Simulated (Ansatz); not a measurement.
Z-matrix (Å, degrees):
```
C
N 1 1.452
H 1 1.092 2 110.8
H 1 1.095 2 110.6 3 120.0
H 1 1.088 2 109.3 3 -120.1
C 2 1.421 1 114.2 3 -60.5
B 2 1.392 1 123.8 3 118.6
F 6 1.386 2 110.8 1 67.9
H 6 1.090 2 109.7 1 -172.9
H 6 1.096 2 111.0 1 -49.9
H 7 1.196 2 119.0 1 1.6
H 7 1.196 2 118.6 1 -179.1
```

The species carries charge 0 and has multiplicity 1.

Task: List the r2SCAN/def2-TZVPP orbital energies in eV (Ansatz 0.2.0). (Best estimate.)

Result: The calculation gave: Occupied: -665.99, -386.13, -275.96, -273.99, -180.00, -31.59, -24.56, -18.91, -16.93, -14.16, -13.07, -13.02, -11.68, -11.10, -10.41, -10.06, -9.06, -8.57, -8.02, -7.14. Lowest empty: -0.82, 1.26, 1.81, 2.37, 2.54, 2.70, 3.05, 3.12.
